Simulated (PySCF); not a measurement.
**C7H12N: g tensor and hyperfine couplings**

Species: C₇H₁₂N (doublet state).
Cartesian coordinates in Å at the GFN2-xTB level; atoms count from 1:
```xyz
20
C7H12N angstrom
C      2.8008   -0.9083   -0.3910
N      1.4392   -1.1317   -0.2423
C      0.4956   -0.1785   -0.7651
C      0.3979    1.1441    0.0398
C     -1.0496    1.6246   -0.1094
C     -1.8572    0.3664   -0.3519
C     -1.6105   -0.7832    0.5770
C     -0.9181   -0.7287   -0.7550
H      3.4472   -1.6226    0.0830
H      3.1079   -0.4864   -1.3301
H      1.1782   -1.4965    0.6649
H      0.7964    0.0389   -1.7966
H      0.6294    0.9408    1.0863
H      1.1163    1.8800   -0.3163
H     -1.1462    2.2851   -0.9732
H     -1.3890    2.1706    0.7724
H     -2.8311    0.4779   -0.8059
H     -2.3990   -1.5106    0.6996
H     -1.0424   -0.6121    1.4780
H     -1.1709   -1.4590   -1.5093
```

The hyperfine couplings belong to this conformer and change with its torsions.

As a line formula: `[CH2]N[C@@H]1CC[C@@H]2C[C@@H]21` [radical].

Level of theory: UKS B3LYP, pcH-1 on C H N, non-relativistic, mean-field spin-orbit, GIAO (PySCF 2.14.0). Isolated species at its GFN2-xTB geometry (one conformer only). A GFN2-xTB geometry isn't a minimum of the functional, and hyperfine couplings can be far from their values at a DFT geometry. No stability test was run, so a lower SCF solution isn't excluded.

- g1, g2, g3: 2.00215, 2.00280, 2.00351
- g_iso: 2.00282
- Form of g: rhombic: the two nearest values differ by 48 % of g3 − g1
- ⟨S²⟩: 0.7533 (exact 0.7500)
- HOMO–LUMO gap, α and β orbitals: 4.92, 6.78 eV
- Total energy: -328.65796 Eh

Hyperfine couplings atom by atom, in MHz; T1 to T3 are the principal values of the dipolar part:

| atom | isotope | a_iso | T1 | T2 | T3 | Mulliken spin population |
| --- | --- | --- | --- | --- | --- | --- |
| C1 | 13C | 123.2 | -65.4 | -64.9 | 130.3 | 0.84 |
| N2 | 14N | 15.6 | -14.5 | -14.2 | 28.7 | 0.20 |
| C3 | 13C | 0.6 | -2.3 | -1.3 | 3.6 | -0.01 |
| C4 | 13C | 7.9 | -2.6 | -1.7 | 4.3 | 0.02 |
| C5 | 13C | -1.4 | -0.2 | -0.2 | 0.4 | 0.00 |
| C6 | 13C | 0.2 | -0.4 | 0.1 | 0.3 | 0.00 |
| C7 | 13C | -0.3 | -0.3 | -0.3 | 0.5 | 0.00 |
| C8 | 13C | 2.8 | -0.6 | -0.6 | 1.2 | 0.00 |
| H9 | 1H | -27.2 | -30.8 | -1.1 | 31.9 | -0.03 |
| H10 | 1H | -27.0 | -30.8 | -0.8 | 31.7 | -0.03 |
| H11 | 1H | -1.1 | -15.8 | -6.7 | 22.5 | -0.01 |
| H12 | 1H | 6.9 | -3.9 | -3.1 | 7.1 | 0.00 |
| H13 | 1H | -1.1 | -2.7 | -2.0 | 4.7 | 0.00 |
| H14 | 1H | 2.4 | -3.1 | -1.0 | 4.1 | 0.00 |
| H15 | 1H | 0.2 | -0.8 | -0.7 | 1.4 | 0.00 |
| H16 | 1H | 2.2 | -0.7 | -0.6 | 1.3 | 0.00 |
| H17 | 1H | -0.4 | -0.6 | -0.5 | 1.0 | 0.00 |
| H18 | 1H | 0.3 | -0.7 | -0.7 | 1.3 | 0.00 |
| H19 | 1H | 0.6 | -1.4 | -1.3 | 2.6 | 0.00 |
| H20 | 1H | -0.1 | -1.7 | -1.5 | 3.2 | 0.00 |

The Mulliken spin populations are largest on C1 (+0.84) and N2 (+0.20). The angles at C1 add up to 350.2°, so it is slightly pyramidal.

Axes: g2 points within 12° of the C1–N2 bond.

Under fast tumbling the dipolar parts average out, and these isotropic splittings remain (the largest six): 1 × 1H (H9, I = 1/2, 2 lines) with 0.97 mT, 1 × 1H (H10, I = 1/2, 2 lines) with 0.96 mT, 1 × 14N (N2, I = 1, 3 lines) with 0.56 mT, 1 × 1H (H12, I = 1/2, 2 lines) with 0.25 mT, 1 × 1H (H14, I = 1/2, 2 lines) with 0.09 mT and 1 × 1H (H16, I = 1/2, 2 lines) with 0.08 mT.

H9 and H10 aren't averaged: C1 is flat or nearly so (angle sum 350°), and its turn about the short C1–N2 bond (1.39 Å) is taken as slow.

The 13C coupling of C1 (123.2 MHz) shows only in satellite lines or after enrichment, since that isotope makes up about 1.07 % of natural carbon.

On an Arm Neoverse V1 with one thread (shared host), this took 98 s (grids of density and orbitals included) and 0.99 GiB of memory at its peak.
